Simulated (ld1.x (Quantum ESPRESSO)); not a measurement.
u(r) = r·R(r): atom against pseudo-atom (Cu (Z = 29))

Columns: radius, all-electron u(r) and pseudo u(r) of the 3d shell (level -29.98 eV) of copper in the configuration [Ne] 3s2 3p6 3d9 4s0 4p0; LDA (PZ), scalar-relativistic, TM semilocal scheme, ld1.x (Quantum ESPRESSO) 7.5.

```tsv
r (bohr)	all-electron	pseudo
0.035	0.0083	0.0024
0.070	0.0482	0.0187
0.105	0.1214	0.0598
0.140	0.2182	0.1312
0.175	0.3275	0.2321
0.210	0.4397	0.3550
0.245	0.5480	0.4883
0.280	0.6475	0.6190
0.315	0.7357	0.7360
0.350	0.8110	0.8318
0.385	0.8735	0.9042
0.420	0.9233	0.9545
0.455	0.9613	0.9868
0.490	0.9888	1.0060
0.525	1.0068	1.0163
0.560	1.0167	1.0207
0.595	1.0196	1.0208
0.630	1.0167	1.0169
0.665	1.0090	1.0090
0.700	0.9973	0.9973
0.735	0.9825	0.9825
0.770	0.9652	0.9652
0.805	0.9459	0.9459
0.840	0.9251	0.9251
0.875	0.9032	0.9032
0.910	0.8805	0.8805
```

Question: How many radial nodes do the two functions have?

Answer: The all-electron 3d function has n − l − 1 = 0; the pseudo-wave has 0.

Question: At about which radius was the pseudo-wave matched?

Answer: 0.70 bohr. The columns agree to 0.0005 from 0.63 bohr on; several derivatives are matched, so the curves merge somewhat inside the radius.

Question: Where does each function peak?

Answer: Outermost all-electron maximum near 0.59 bohr, pseudo maximum near 0.59 bohr (to the table’s step).

Question: Is the pseudo-wave norm-conserving?

Answer: Yes: the TM semilocal scheme keeps the norm inside the radius equal to the all-electron one, which fixes the energy derivative of the logarithmic derivative at the level.
